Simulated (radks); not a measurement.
Problem. These are the eigenvalues of the occupied orbitals of an atom or ion with whole-number occupations (eV). Method: scalar-relativistic Kohn-Sham, r2SCAN, spin-polarised, spherical densities, finite nucleus; meta-GGA in the generalised Kohn-Sham scheme; Fermi nuclear charge, rms radius of each element as measured or else 0.836 A^(1/3) + 0.57 fm; computed with a radial shooting solver on a logarithmic mesh with Libxc functionals.

1s down: -85733.68
1s up: -85733.67
2s up: -15333.15
2s down: -15333.00
2p up: -13194.82
2p down: -13194.70
3s up: -3706.922
3s down: -3706.898
3p up: -3088.792
3p down: -3088.756
3d up: -2446.292
3d down: -2446.198
4s up: -870.3304
4s down: -870.2111
4p up: -666.8202
4p down: -666.7200
4d up: -426.8263
4d down: -426.7063
5s up: -179.8383
5s down: -179.0813
4f up: -161.7657
4f down: -161.6022
5p up: -124.1540
5p down: -123.2373
5d up: -60.3180
5d down: -59.3273

Which element is it, and in what charge state? The configuration may be excited. Open shells, if any, are filled with parallel spins first.

Solution. Z = 81, thallium, charge +4: Tl4+ in [Xe] 4f14 5d9. The list shows which subshells hold electrons but not how many an open one holds; the 1s level, -3150.7 hartree, gives Z - s = 79.4 by -(Z - s)^2/2, which with screening and relativity narrows Z to a few neighbours, and the depths of the outer levels then fix element, charge and occupations together.
